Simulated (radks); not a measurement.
Coulomb parameter of the 5d shell of the osmium ion Os3+ in the model configuration [Xe] 4f14 5d4 6p1, as a second difference U = [E(n + 1) + E(n - 1) - 2 E(n)] / (1)^2 with all orbitals relaxed. "Bare": the charge of the atom changes with n. "Screened": the 6p shell takes up the change at fixed total charge, which measures U(5d,5d) + U(6p,6p) - 2 U(5d,6p). Method: scalar-relativistic Kohn-Sham, PBE, spin-unpolarised, spherical densities, point nucleus; computed with a radial shooting solver on a logarithmic mesh with Libxc functionals.

| case | configuration | E - E(n) (eV) |
|---|---|---|
| start | [Xe] 4f14 5d4 6p1 | 0.000 |
| bare +1 | [Xe] 4f14 5d5 6p1 | -32.596 |
| bare -1 | [Xe] 4f14 5d3 6p1 | 45.430 |
| screened +1 | [Xe] 4f14 5d5 | -13.910 |
| screened -1 | [Xe] 4f14 5d3 6p2 | 15.973 |

U(bare) = 12.834 eV, U(screened by 6p) = 2.063 eV, against the Slater integral F0(5d,5d) = 15.728 eV with frozen orbitals.
